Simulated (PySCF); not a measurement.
**Spin–spin coupling constants**

Geometry:
```
atom   x (Å)   y (Å)   z (Å)
  C1  -2.499  -1.054   0.304
  C2  -1.235  -0.768  -0.005
  C3  -0.402  -1.443  -1.076
  C4   0.934  -0.699  -1.084
  C5   1.039  -0.165   0.345
  C6   2.196   0.781   0.567
  F7   2.201   1.809  -0.282
  F8   3.349   0.123   0.391
  F9   2.203   1.270   1.810
 C10  -0.391   0.283   0.703
 C11  -0.800   1.684   0.266
 F12  -2.083   1.906   0.568
 F13  -0.089   2.627   0.887
 F14  -0.663   1.870  -1.050
 H15  -3.026  -0.531   1.105
 H16  -3.054  -1.819  -0.247
 H17  -0.253  -2.503  -0.811
 H18  -0.902  -1.428  -2.056
 H19   1.789  -1.334  -1.351
 H20   0.910   0.147  -1.786
 H21   1.255  -1.013   1.017
 H22  -0.554   0.271   1.791
```

Indirect spin–spin couplings were computed at B3LYP/pcJ-1 (spin–dipole term only in couplings to heteroatoms) (PySCF 2.14.0 with density-fitted response routines) on a PBE0-D3(BJ)/def2-SVP structure, for the isolated molecule, without vibrational or relativistic corrections. Couplings are averaged over pairs made equivalent by symmetry, fast rotation or ring inversion, so a value needn't be that of the named pair in this geometry, while other rotamers aren't included; one pair stands for each set, and the list holds a selection of those of at least 0.8 Hz over up to four bonds, among pairs with at least one F or H atom (others weren't computed). One-bond C–F couplings come out tens of Hz too large with common functionals.

Isotopes: 13C, 19F, 1H.

```tsv
pair	bonds	J (Hz)
C1, H15	1	?
C1, H16	1	?
C3, H17	1	?
C3, H18	1	141.3
C4, H19	1	141.5
C4, H20	1	?
C5, H21	1	?
C6, F7	1	-340.7
C10, H22	1	143.6
C11, F12	1	-344.1
C3, H19	2	-1.6
C4, H17	2	-3.7
C11, H22	2	-8.4
F12, F13	2	?
C5, H18	3	8.1
F7, C10	3	1.2
C11, H21	3	11.4
H17, H19	3	9.8
H18, H19	3	?
H21, H22	3	8.7
C1, F12	4	?
C6, H18	4	1.3
C11, H17	4	-2.8
H16, H17	4	-3.7
H17, H22	4	-1.3
H19, H22	4	0.9
```

**Question.** Estimate the withheld couplings, with signs.

**Answer.** 
- 1J(C1,H15) = 171.1 Hz (bond length 1.092 Å, sp2 carbon)
- 1J(C1,H16) = 166.9 Hz (bond length 1.093 Å, sp2 carbon)
- 1J(C3,H17) = 134.7 Hz (bond length 1.103 Å, sp3 carbon)
- 1J(C4,H20) = 138.8 Hz (bond length 1.100 Å, sp3 carbon)
- 1J(C5,H21) = 133.7 Hz (bond length 1.103 Å, sp3 carbon)
- 2J(F12,F13) = 66.9 Hz (mean over equivalent pairs that range from 59.7 to 75.4 Hz in this conformer)
- 3J(H18,H19) = 0.8 Hz (dihedral angle 89°)
- 4J(C1,F12) = 1.6 Hz (mean over equivalent pairs that range from 0.3 to 4.0 Hz in this conformer)
